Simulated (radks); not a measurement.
Results of a calculation; reference values are marked as such.
Task: The table gives one normalised radial function P(r) = r R(r) of Nd23+ in [Kr] 4d1 (r in bohr). Level of theory: scalar-relativistic Kohn-Sham, OLYP, spin-polarised, spherical densities, finite nucleus; open shells are filled with parallel spins first (spin-orbit coupling, left out, can overturn this in heavy ions); Fermi nuclear charge, rms radius 4.9123 fm (a radial shooting solver on a logarithmic mesh with Libxc functionals).

r           P
0.002521   0.2052
0.003642   0.2644
0.005263   0.3282
0.007604   0.3837
0.01099    0.4058
0.01587    0.3545
0.02293    0.1833
0.03314   -0.1254
0.04826   -0.4945
0.06973   -0.6487
0.1007    -0.2783
0.1456     0.5445
0.2103     0.9550
0.3039     0.0725
0.4391    -1.3241
0.6344    -1.4640
0.9166    -0.5613
1.324     -0.0697
1.913     -0.0019

Which n and l does it have? It may be an empty orbital.

Result: n = 4, l = 0: the number of nodes gives n - l - 1 = 3, the rise at small r (about r^(l+1), flatter next to the nucleus through relativity) gives l, and the extent must fit the shell. The curve is that of 4s up; the table hardly tells the two spins apart. 4s up: eigenvalue -898.60 eV, 3 radial nodes at r = 0.0290, 0.115, 0.309 bohr, <r> = 0.561 bohr, 90 % of the charge inside 0.794 bohr.
